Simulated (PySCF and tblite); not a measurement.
Values are calculated unless marked as measured or tabulated.
2 diastereomers of C₆H₁₄O₂, numbered alike:

```csv
isomer,SMILES,descriptors (one enantiomer)
A,[CH3:1][O:2][C@@H:3]([CH3:4])[C@H:5]([CH3:6])[O:7][CH3:8],"3S, 5S"
B,[CH3:1][O:2][C@H:3]([CH3:4])[C@H:5]([CH3:6])[O:7][CH3:8],"3R, 5S"
```

Each isomer is a Boltzmann average at 298.15 K over at most 7 conformers: GFN2-xTB geometries, energies PBE0/pcSseg-1 (D3(BJ) added where defined), GFN2-xTB thermal terms. Programs: PySCF with density fitting and tblite.

(1) Rank the isomers by free energy at 298.15 K.

(2) If they could interconvert freely, what would the mixture hold (chiral isomers as racemates)?

## Answers

(1) 
```csv
isomer,ΔG (kcal/mol),"ΔE, lowest conformer",conformers,largest weight %,rms dipole (D)
B,0.0,0.0,7,42,1.30
A,0.9,0.5,7,38,1.43
```

ΔG is for one enantiomer.

(2) B 69 %, A 31 %. A racemate gains RT ln 2.
